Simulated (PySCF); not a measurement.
IOsN, triplet: molecular constants

Level of theory: UB3LYP/[Os def2-SVP with ECP60, N def2-SVP, I def2-SVP with ECP28], scalar-relativistic core potentials, density fitting, no spin–orbit coupling, PySCF.

The structure is a minimum.

- Point group: Cs
- Bond lengths: Os–I 2.611 Å, Os–N 1.635 Å
- Bond angles: I–Os–N 124.0°
- Principal polarisabilities: 51.6, 54.6, 107.5 bohr³
- Entropy at 298.15 K and 1 bar (electronic part: spin only): 326.1 J/(mol K)
- Rotational constants: 0.7538, 0.02937, 0.02827 cm⁻¹
- Rotational symmetry number: 1
- Highest occupied level (α): -6.56 eV
- Atomisation energy without zero-point energy: 755 kJ/mol
- Heat capacity Cp at 298.15 K: 50.0 J/(mol K)
- Enthalpy at 298.15 K above 0 K: 13.21 kJ/mol
- Principal quadrupole moments (Buckingham, traceless) about the centre of mass: -3.81, 0.18, 3.63 D Å
- Dipole moment: 1.51 D
- Zero-point energy: 8.9 kJ/mol
- Spin squared ⟨S²⟩: 2.012
- Lowest empty level (β): -4.30 eV

Harmonic modes (masses in u: Os 191.961, N 14.003, I 126.904):
```json
{"symmetry": "a'", "ω (cm⁻¹)": "130", "IR (km/mol)": "1.1", "type": "bend"}
{"symmetry": "a'", "ω (cm⁻¹)": "203", "IR (km/mol)": "10.9", "type": "mixed"}
{"symmetry": "a'", "ω (cm⁻¹)": "1160", "IR (km/mol)": "51.4", "type": "stretch"}
```

Charges (e):
| atom | Mulliken | Löwdin | polar tensor | spin (Mulliken) | Mayer order to Os1 |
| --- | --- | --- | --- | --- | --- |
| Os1 | 0.29 | -0.22 | 0.73 | 1.77 | – |
| N2 | -0.15 | 0.09 | -0.38 | 0.07 | 2.83 |
| I3 | -0.14 | 0.13 | -0.35 | 0.16 | 1.23 |

Mulliken populations on Os1 (electrons outside its core potential): s 2.97, p 6.33, d 6.37, f 0.04.

Outer orbital energies (eV). α occupied: -11.13, -10.97, -9.84, -9.20, -8.13, -7.54, -7.53, -6.56; empty: -3.32, -2.73, -1.03, 0.49. β occupied: -19.13, -11.01, -10.80, -10.74, -9.31, -8.02, -7.91, -7.08; empty: -4.30, -3.99, -2.98, -2.30.

Formally Os is in oxidation state +4, d4, with 2 unpaired electrons (the high-spin count would be 4). The Mulliken spin on Os is 1.77. The polar-tensor charge on Os, 0.73, is far below the formal one.

This need not be the most stable arrangement of these atoms. With open d or f shells other occupations or spin states may lie lower. With an element this heavy the missing spin–orbit coupling can shift these numbers.

The final relaxation and frequency run took 44 s on 2 threads of a shared Arm Neoverse V1 host, with 72 basis functions and 14 gradients; the process peaked at 0.76 GiB. Launch command: `OMP_NUM_THREADS=2 python axn.py task.json out`.
